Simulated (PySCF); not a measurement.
Potential energy curve for MgO, singlet.

Levels of theory: UKS-BHandHLYP = PySCF with unrestricted BHandHLYP/cc-pVTZ; RHF/cc-pVTZ (PySCF); UKS-CAM-B3LYP = unrestricted CAM-B3LYP/cc-pVTZ in PySCF 2.14.0.

Magnitude of the dipole moment (D; its direction can reverse along the curve, and a method can change to another solution) and Mulliken charge of the fragment that holds Mg1:

```csv
R / Å,μ UKS-BHandHLYP,q UKS-BHandHLYP,μ RHF,q RHF,μ UKS-CAM-B3LYP,q UKS-CAM-B3LYP
1.38,3.06,0.56,8.08,0.84,4.44,0.55
1.49,3.56,0.50,8.59,0.77,4.93,0.49
1.56,3.78,0.49,8.73,0.74,5.04,0.47
1.64,2.39,0.40,8.71,0.72,7.20,0.53
1.67,2.49,0.41,8.66,0.72,7.24,0.53
1.73,2.70,0.42,8.47,0.70,4.74,0.45
1.78,2.88,0.44,8.24,0.69,3.90,0.42
1.85,3.14,0.46,7.84,0.67,3.00,0.41
1.91,3.36,0.48,7.47,0.65,3.22,0.43
2.03,3.83,0.51,6.69,0.60,3.65,0.46
2.16,4.33,0.53,5.90,0.53,4.13,0.48
2.36,5.03,0.54,4.83,0.41,4.81,0.50
2.61,5.36,0.49,3.71,0.29,5.36,0.48
2.87,4.44,0.36,2.76,0.18,5.24,0.41
3.14,3.24,0.23,1.97,0.11,4.58,0.32
3.50,1.93,0.11,1.20,0.05,3.51,0.21
3.83,1.09,0.05,0.73,0.02,2.51,0.13
4.22,0.50,0.02,0.41,0.01,1.47,0.06
4.66,0.20,0.00,0.23,0.00,0.62,0.02
5.20,0.09,0.00,0.12,0.00,0.10,0.00
6.03,0.05,0.00,0.06,0.00,0.05,0.00
6.87,0.02,0.00,0.04,0.00,0.02,0.00
```

The unrestricted determinant behind UKS-BHandHLYP is spin-contaminated at 1.38 to 6.87 Å (<S²> up to 1.1, against 0.00 for a pure singlet). The restricted form behind RHF keeps the bonding electrons paired and can't separate into open-shell fragments. The unrestricted solution behind UKS-CAM-B3LYP changes between 1.56 and 1.64 Å, which can leave a kink. The unrestricted determinant behind UKS-CAM-B3LYP is spin-contaminated at 1.38 to 1.56, 1.73 to 6.87 Å (<S²> up to 1.0, against 0.00 for a pure singlet).
